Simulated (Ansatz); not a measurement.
Molecular dynamics of C$_{2}$H$_{10}$SSi$_{3}$

Input:

```yaml
crystal:
  periodic: [false, false, false]
  atoms:
    - { symbol: C, position_ang: [-1.339827, -2.16462, -0.926867] }
    - { symbol: Si, position_ang: [0.38049, -1.507234, -1.305837] }
    - { symbol: C, position_ang: [0.518835, 0.296348, -0.802578] }
    - { symbol: S, position_ang: [-0.900873, 1.452049, -1.194039] }
    - { symbol: Si, position_ang: [-0.248354, 0.990336, 0.756106] }
    - { symbol: Si, position_ang: [0.865555, 2.484804, 2.018997] }
    - { symbol: H, position_ang: [-1.490843, -3.168468, -1.357285] }
    - { symbol: H, position_ang: [-2.110275, -1.495697, -1.347887] }
    - { symbol: H, position_ang: [-1.515441, -2.23389, 0.159695] }
    - { symbol: H, position_ang: [0.648318, -1.64787, -2.732494] }
    - { symbol: H, position_ang: [1.379166, -2.292055, -0.588122] }
    - { symbol: H, position_ang: [1.499379, 0.732112, -1.073425] }
    - { symbol: H, position_ang: [-1.080775, 0.053528, 1.506313] }
    - { symbol: H, position_ang: [1.552477, 1.818447, 3.116728] }
    - { symbol: H, position_ang: [1.857528, 3.188751, 1.2209] }
    - { symbol: H, position_ang: [-0.038359, 3.470858, 2.594095] }
basis:
  gaussian: { orbitals: STO-3G }
hamiltonian:
  xc: pbe
  dispersion: d4
md:
  timestep: 0.25
  n_steps: 150
  ensemble: nvt_langevin
  temperature: 200.0
  initial_velocities: maxwell_boltzmann
  seed: 876812
  friction: 0.001
  masses: [{ species: H, mass: 2.014 }]
scf:
  lower_state_search: "off"
```

Launched with:

```bash
$ ansatz run input.yaml --threads 1 --pin off --max-ram 2048MiB --backend cpu --events-out ev --progress --plain --runs-dir out
```

It starts from a relaxed structure.

Output, in part (one step line in 2, the closing report, with atoms numbered from 0):

```
md step     0: t =     0.00 fs  T =   187.5 K  F+E_penalty+E_count = -36265.70005183 eV  E_kin = 0.387780 eV  (15 SCF iters)
md step     2: t =     0.50 fs  T =   182.1 K  F+E_penalty+E_count = -36265.69369376 eV  E_kin = 0.376679 eV  (13 SCF iters)
md step     4: t =     1.00 fs  T =   174.4 K  F+E_penalty+E_count = -36265.67600653 eV  E_kin = 0.360629 eV  (12 SCF iters)
md step     6: t =     1.50 fs  T =   157.1 K  F+E_penalty+E_count = -36265.65002725 eV  E_kin = 0.324810 eV  (12 SCF iters)
md step     8: t =     2.00 fs  T =   142.8 K  F+E_penalty+E_count = -36265.62042049 eV  E_kin = 0.295379 eV  (12 SCF iters)
md step    10: t =     2.50 fs  T =   128.7 K  F+E_penalty+E_count = -36265.59169137 eV  E_kin = 0.266139 eV  (12 SCF iters)
md step    12: t =     3.00 fs  T =   116.7 K  F+E_penalty+E_count = -36265.56810948 eV  E_kin = 0.241294 eV  (12 SCF iters)
md step    14: t =     3.50 fs  T =   108.4 K  F+E_penalty+E_count = -36265.55241692 eV  E_kin = 0.224202 eV  (12 SCF iters)
md step    16: t =     4.00 fs  T =   106.0 K  F+E_penalty+E_count = -36265.54552999 eV  E_kin = 0.219316 eV  (12 SCF iters)
md step    18: t =     4.50 fs  T =   107.5 K  F+E_penalty+E_count = -36265.54647690 eV  E_kin = 0.222250 eV  (12 SCF iters)
md step    20: t =     5.00 fs  T =   109.5 K  F+E_penalty+E_count = -36265.55234782 eV  E_kin = 0.226361 eV  (12 SCF iters)
md step    22: t =     5.50 fs  T =   113.5 K  F+E_penalty+E_count = -36265.55959002 eV  E_kin = 0.234826 eV  (12 SCF iters)
md step    24: t =     6.00 fs  T =   115.6 K  F+E_penalty+E_count = -36265.56418251 eV  E_kin = 0.239080 eV  (13 SCF iters)
md step    26: t =     6.50 fs  T =   113.9 K  F+E_penalty+E_count = -36265.56395880 eV  E_kin = 0.235564 eV  (13 SCF iters)
md step    28: t =     7.00 fs  T =   111.9 K  F+E_penalty+E_count = -36265.55776739 eV  E_kin = 0.231339 eV  (13 SCF iters)
md step    30: t =     7.50 fs  T =   107.1 K  F+E_penalty+E_count = -36265.54642669 eV  E_kin = 0.221443 eV  (12 SCF iters)
md step    32: t =     8.00 fs  T =    99.5 K  F+E_penalty+E_count = -36265.53136445 eV  E_kin = 0.205781 eV  (12 SCF iters)
md step    34: t =     8.50 fs  T =    91.4 K  F+E_penalty+E_count = -36265.51523043 eV  E_kin = 0.189003 eV  (13 SCF iters)
md step    36: t =     9.00 fs  T =    83.1 K  F+E_penalty+E_count = -36265.50133846 eV  E_kin = 0.171934 eV  (13 SCF iters)
md step    38: t =     9.50 fs  T =    80.6 K  F+E_penalty+E_count = -36265.49191137 eV  E_kin = 0.166776 eV  (13 SCF iters)
md step    40: t =    10.00 fs  T =    80.1 K  F+E_penalty+E_count = -36265.48774275 eV  E_kin = 0.165707 eV  (13 SCF iters)
md step    42: t =    10.50 fs  T =    78.5 K  F+E_penalty+E_count = -36265.48933175 eV  E_kin = 0.162404 eV  (13 SCF iters)
md step    44: t =    11.00 fs  T =    83.6 K  F+E_penalty+E_count = -36265.49632118 eV  E_kin = 0.172925 eV  (12 SCF iters)
md step    46: t =    11.50 fs  T =    89.4 K  F+E_penalty+E_count = -36265.50749292 eV  E_kin = 0.184944 eV  (12 SCF iters)
md step    48: t =    12.00 fs  T =    95.3 K  F+E_penalty+E_count = -36265.52036767 eV  E_kin = 0.197070 eV  (12 SCF iters)
md step    50: t =    12.50 fs  T =   100.7 K  F+E_penalty+E_count = -36265.53226243 eV  E_kin = 0.208365 eV  (12 SCF iters)
md step    52: t =    13.00 fs  T =   103.7 K  F+E_penalty+E_count = -36265.54100891 eV  E_kin = 0.214394 eV  (12 SCF iters)
md step    54: t =    13.50 fs  T =   106.4 K  F+E_penalty+E_count = -36265.54570580 eV  E_kin = 0.220048 eV  (12 SCF iters)
md step    56: t =    14.00 fs  T =   105.2 K  F+E_penalty+E_count = -36265.54578321 eV  E_kin = 0.217584 eV  (12 SCF iters)
md step    58: t =    14.50 fs  T =   102.1 K  F+E_penalty+E_count = -36265.54170867 eV  E_kin = 0.211057 eV  (12 SCF iters)
md step    60: t =    15.00 fs  T =    98.1 K  F+E_penalty+E_count = -36265.53535003 eV  E_kin = 0.202982 eV  (12 SCF iters)
md step    62: t =    15.50 fs  T =    93.0 K  F+E_penalty+E_count = -36265.52890538 eV  E_kin = 0.192293 eV  (12 SCF iters)
md step    64: t =    16.00 fs  T =    92.3 K  F+E_penalty+E_count = -36265.52558633 eV  E_kin = 0.190852 eV  (12 SCF iters)
md step    66: t =    16.50 fs  T =    94.1 K  F+E_penalty+E_count = -36265.52691672 eV  E_kin = 0.194542 eV  (12 SCF iters)
md step    68: t =    17.00 fs  T =    96.5 K  F+E_penalty+E_count = -36265.53340275 eV  E_kin = 0.199565 eV  (12 SCF iters)
md step    70: t =    17.50 fs  T =   100.5 K  F+E_penalty+E_count = -36265.54438743 eV  E_kin = 0.207767 eV  (12 SCF iters)
md step    72: t =    18.00 fs  T =   106.2 K  F+E_penalty+E_count = -36265.55824992 eV  E_kin = 0.219650 eV  (12 SCF iters)
md step    74: t =    18.50 fs  T =   110.5 K  F+E_penalty+E_count = -36265.57214109 eV  E_kin = 0.228587 eV  (13 SCF iters)
md step    76: t =    19.00 fs  T =   114.6 K  F+E_penalty+E_count = -36265.58278776 eV  E_kin = 0.237064 eV  (13 SCF iters)
md step    78: t =    19.50 fs  T =   117.8 K  F+E_penalty+E_count = -36265.58805851 eV  E_kin = 0.243617 eV  (13 SCF iters)
md step    80: t =    20.00 fs  T =   115.3 K  F+E_penalty+E_count = -36265.58674696 eV  E_kin = 0.238446 eV  (13 SCF iters)
md step    82: t =    20.50 fs  T =   111.2 K  F+E_penalty+E_count = -36265.57921796 eV  E_kin = 0.229909 eV  (13 SCF iters)
md step    84: t =    21.00 fs  T =   103.2 K  F+E_penalty+E_count = -36265.56719665 eV  E_kin = 0.213419 eV  (13 SCF iters)
md step    86: t =    21.50 fs  T =    96.4 K  F+E_penalty+E_count = -36265.55285618 eV  E_kin = 0.199319 eV  (13 SCF iters)
md step    88: t =    22.00 fs  T =    92.1 K  F+E_penalty+E_count = -36265.53879354 eV  E_kin = 0.190564 eV  (13 SCF iters)
md step    90: t =    22.50 fs  T =    86.7 K  F+E_penalty+E_count = -36265.52755982 eV  E_kin = 0.179315 eV  (12 SCF iters)
md step    92: t =    23.00 fs  T =    84.4 K  F+E_penalty+E_count = -36265.52180537 eV  E_kin = 0.174540 eV  (12 SCF iters)
md step    94: t =    23.50 fs  T =    85.8 K  F+E_penalty+E_count = -36265.52290641 eV  E_kin = 0.177419 eV  (12 SCF iters)
md step    96: t =    24.00 fs  T =    92.4 K  F+E_penalty+E_count = -36265.53116066 eV  E_kin = 0.191074 eV  (12 SCF iters)
md step    98: t =    24.50 fs  T =   102.1 K  F+E_penalty+E_count = -36265.54565157 eV  E_kin = 0.211161 eV  (11 SCF iters)
md step   100: t =    25.00 fs  T =   111.0 K  F+E_penalty+E_count = -36265.56370352 eV  E_kin = 0.229464 eV  (12 SCF iters)
md step   102: t =    25.50 fs  T =   121.4 K  F+E_penalty+E_count = -36265.58260926 eV  E_kin = 0.251113 eV  (13 SCF iters)
md step   104: t =    26.00 fs  T =   126.9 K  F+E_penalty+E_count = -36265.59892504 eV  E_kin = 0.262390 eV  (13 SCF iters)
md step   106: t =    26.50 fs  T =   132.2 K  F+E_penalty+E_count = -36265.60999548 eV  E_kin = 0.273403 eV  (13 SCF iters)
md step   108: t =    27.00 fs  T =   135.3 K  F+E_penalty+E_count = -36265.61383251 eV  E_kin = 0.279861 eV  (13 SCF iters)
md step   110: t =    27.50 fs  T =   133.3 K  F+E_penalty+E_count = -36265.61011993 eV  E_kin = 0.275768 eV  (13 SCF iters)
md step   112: t =    28.00 fs  T =   129.1 K  F+E_penalty+E_count = -36265.59934595 eV  E_kin = 0.266963 eV  (13 SCF iters)
md step   114: t =    28.50 fs  T =   121.2 K  F+E_penalty+E_count = -36265.58325620 eV  E_kin = 0.250711 eV  (13 SCF iters)
md step   116: t =    29.00 fs  T =   112.5 K  F+E_penalty+E_count = -36265.56406239 eV  E_kin = 0.232753 eV  (13 SCF iters)
md step   118: t =    29.50 fs  T =   102.3 K  F+E_penalty+E_count = -36265.54444874 eV  E_kin = 0.211477 eV  (13 SCF iters)
md step   120: t =    30.00 fs  T =    94.2 K  F+E_penalty+E_count = -36265.52758980 eV  E_kin = 0.194744 eV  (13 SCF iters)
md step   122: t =    30.50 fs  T =    89.1 K  F+E_penalty+E_count = -36265.51542124 eV  E_kin = 0.184255 eV  (13 SCF iters)
md step   124: t =    31.00 fs  T =    86.0 K  F+E_penalty+E_count = -36265.50894718 eV  E_kin = 0.177904 eV  (12 SCF iters)
md step   126: t =    31.50 fs  T =    85.4 K  F+E_penalty+E_count = -36265.50835455 eV  E_kin = 0.176556 eV  (12 SCF iters)
md step   128: t =    32.00 fs  T =    86.1 K  F+E_penalty+E_count = -36265.51263677 eV  E_kin = 0.178131 eV  (12 SCF iters)
md step   130: t =    32.50 fs  T =    90.8 K  F+E_penalty+E_count = -36265.51990608 eV  E_kin = 0.187826 eV  (12 SCF iters)
md step   132: t =    33.00 fs  T =    92.8 K  F+E_penalty+E_count = -36265.52771328 eV  E_kin = 0.191850 eV  (12 SCF iters)
md step   134: t =    33.50 fs  T =    96.9 K  F+E_penalty+E_count = -36265.53437506 eV  E_kin = 0.200302 eV  (12 SCF iters)
md step   136: t =    34.00 fs  T =    98.9 K  F+E_penalty+E_count = -36265.53862974 eV  E_kin = 0.204603 eV  (12 SCF iters)
md step   138: t =    34.50 fs  T =    98.0 K  F+E_penalty+E_count = -36265.53960117 eV  E_kin = 0.202752 eV  (13 SCF iters)
md step   140: t =    35.00 fs  T =    96.9 K  F+E_penalty+E_count = -36265.53749081 eV  E_kin = 0.200342 eV  (13 SCF iters)
md step   142: t =    35.50 fs  T =    95.9 K  F+E_penalty+E_count = -36265.53374622 eV  E_kin = 0.198363 eV  (13 SCF iters)
md step   144: t =    36.00 fs  T =    94.4 K  F+E_penalty+E_count = -36265.52967255 eV  E_kin = 0.195133 eV  (13 SCF iters)
md step   146: t =    36.50 fs  T =    91.9 K  F+E_penalty+E_count = -36265.52673577 eV  E_kin = 0.190121 eV  (13 SCF iters)
md step   148: t =    37.00 fs  T =    92.4 K  F+E_penalty+E_count = -36265.52615641 eV  E_kin = 0.191108 eV  (12 SCF iters)
md step   150: t =    37.50 fs  T =    94.2 K  F+E_penalty+E_count = -36265.52859509 eV  E_kin = 0.194890 eV  (12 SCF iters)
Total energy: -36265.52862378 eV, -1332.7335952656 hartree
Atom 0 at    -1.224500    -2.146936    -0.832700 Å, force     0.951488    -0.310193    -1.173306 eV/Å
Atom 1 at     0.466756    -1.461568    -1.376586 Å, force    -0.342107     0.046982    -0.176503 eV/Å
Atom 2 at     0.554303     0.358207    -0.834076 Å, force     1.246079    -0.123255    -0.517157 eV/Å
Atom 3 at    -0.929052     1.431433    -1.191177 Å, force    -0.030335     0.083320    -0.041407 eV/Å
Atom 4 at    -0.254627     0.937626     0.742346 Å, force     0.073804     0.642861     0.143203 eV/Å
Atom 5 at     0.767677     2.447085     2.064731 Å, force     0.074061     0.561947    -0.236159 eV/Å
Atom 6 at    -1.509963    -3.061407    -1.418798 Å, force     0.238597     0.495438     0.789972 eV/Å
Atom 7 at    -1.957206    -1.378093    -1.050364 Å, force    -0.647326     0.533358    -0.187187 eV/Å
Atom 8 at    -1.231158    -2.296656     0.243043 Å, force    -0.162795    -0.559396     0.530860 eV/Å
Atom 9 at     0.587702    -1.615816    -2.826183 Å, force    -0.062741     0.203940     0.072839 eV/Å
Atom 10 at     1.574201    -2.232412    -0.832237 Å, force     0.011735     0.008061     0.244888 eV/Å
Atom 11 at     1.554746     0.862337    -1.092263 Å, force    -1.232006    -0.625425     0.318274 eV/Å
Atom 12 at    -1.084699     0.028371     1.502834 Å, force    -0.125816    -0.381327     0.019671 eV/Å
Atom 13 at     1.250970     1.760959     3.260858 Å, force     0.196959     0.154013    -0.140674 eV/Å
Atom 14 at     1.831676     3.151240     1.319469 Å, force    -0.160131    -0.451410     0.396611 eV/Å
Atom 15 at    -0.120933     3.520533     2.516499 Å, force    -0.029466    -0.278914    -0.043925 eV/Å
Dipole moment:     0.084176    -0.008915     0.264100 e Å
```

All steps were run. The mean temperature of the second half is 48 % below the set value. A run of 0.037 ps of so small a system gives no equilibrium averages. Limits of this set-up: minimal basis.

The same pairs are bonded in the first frame and the last. Pairs count as bonded within 1.25 times the sum of covalent radii (0.12 Å more for H–H).

Last frame:

```xyz
16
Properties=species:S:1:pos:R:3
C -1.224 -2.147 -0.833
Si 0.467 -1.462 -1.377
C 0.554 0.358 -0.834
S -0.929 1.431 -1.191
Si -0.255 0.938 0.742
Si 0.768 2.447 2.065
H -1.510 -3.061 -1.419
H -1.957 -1.378 -1.050
H -1.231 -2.297 0.243
H 0.588 -1.616 -2.826
H 1.574 -2.232 -0.832
H 1.555 0.862 -1.092
H -1.085 0.028 1.503
H 1.251 1.761 3.261
H 1.832 3.151 1.319
H -0.121 3.521 2.517
```

Time of the run: 7.9 min on 1 thread of Arm Neoverse V1 (shared host), peak memory 0.09 GiB.
